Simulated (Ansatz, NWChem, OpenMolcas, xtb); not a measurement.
Loss of HF: C2H4FI → C2H3I + HF

Species: C2H4FI (1-fluoro-2-iodoethane) `FCCI`, singlet; C2H3I (vinyl iodide) `C=CI`, singlet; HF (hydrogen fluoride), singlet. This is a balance of energies; it says nothing on the path, which may need atoms to shift.

Shapes, held fixed at every level: PBE0-D4/def2-TZVP. Flexible molecules stand in one conformer, not always the lowest. Programs: Ansatz 0.2.0, NWChem 7.3.0, OpenMolcas 26.06, xtb 6.7.1. A level may come from different programs for different species; with the same settings they agree closely. The zero-point and thermal change to 298 K, harmonic and unscaled (PBE0-D4/def2-TZVP), is -13.9 kJ/mol.

(1) Estimate ΔH(298 K) of this reaction.

Results:

(1) The highest level, CCSD(T)/def2-TZVPP, gives ΔH(298 K) = +51.3 kJ/mol; the levels span +51.3 to +94.9. The column of differences is taken from that level and isn't an error. No measured value is set beside it here. For atoms past krypton def2 sets carry core potentials with scalar relativity. Outer-core shells of I are correlated, in sets that cover them unevenly.

```tsv
level	kind	ΔH(298 K) (kJ/mol)	less CCSD(T)/def2-TZVPP
GFN0-xTB	semi-empirical	+81.9	+30.6
SPW92/def2-TZVPP	LDA	+90.9	+39.6
r2SCAN-D4/def2-TZVPP	meta-GGA	+66.3	+15.0
PBE0/def2-SVP	global hybrid	+94.9	+43.6
BHLYP-D4/def2-TZVPP	global hybrid	+66.8	+15.5
wB97M-V/def2-TZVPP	range-separated hybrid	+63.4	+12.1
B2PLYP/def2-TZVPP	double hybrid	+51.6	+0.3
CCSD(T)/def2-TZVPP	coupled cluster or CI	+51.3	0.0
```
